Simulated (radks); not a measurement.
Coherent X-ray form factor from a spherical all-electron density. Method: scalar-relativistic Kohn-Sham, PBE, spin-polarised, spherical densities, finite nucleus; Fermi nuclear charge, rms radius of each element as measured or else 0.836 A^(1/3) + 0.57 fm; computed with a radial shooting solver on a logarithmic mesh with Libxc functionals.

sin(theta)/lambda (1/angstrom),f0 (electrons)
0.05,33.439
0.1,31.934
0.15,29.900
0.2,27.743
0.25,25.716
0.3,23.908
0.4,20.860
0.5,18.264
0.6,15.919
0.8,11.997
1,9.276
1.25,7.293
1.5,6.217
2,4.920

The species is in the configuration that NIST lists as its ground one. Which atom or ion scatters so?

Answer. The bromine ion Br+, [Ar] 3d10 4s2 4p4. Extrapolating in s^2 from the first two rows gives f0(0) = 33.9, near the electron count 34; among species with that count, the fall with angle is slower the higher Z, and the table is that of Z = 35; from so few rows the species is fixed only to a neighbour or two.
